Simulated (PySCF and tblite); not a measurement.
Results of a calculation; reference values are marked as such.
System: 2-octynoic acid, C₈H₁₂O₂, numbered as in [CH3:1][CH2:2][CH2:3][CH2:4][CH2:5][C:6]#[C:7][C:8](=[O:9])[OH:10].

Motion: shift of H on O10 from O10 to O9. GFN2-xTB gives an electronic barrier of 33.6 kcal/mol and a reaction energy of 0.0 kcal/mol.

Tunnelling of the moving H, left out here, will speed the real process. In real samples such hydrogens mostly exchange between molecules or through solvent, far faster than by this path. DFT energies on a tight-binding saddle of a bond shift can be off by several kcal/mol.

Question: What does PBE0/pcSseg-1 + D3(BJ) give on GFN2-xTB geometries?

Answer: A barrier of 33.1 kcal/mol, 0.5 below the tight-binding barrier (from unrounded values), a reaction energy of 0.0 kcal/mol and, with GFN2-xTB thermal terms, ΔG‡(298 K) = 30.1 kcal/mol and k = 5.6×10⁻¹⁰ s⁻¹ (1 equivalent path).

Programs: tblite and PySCF.
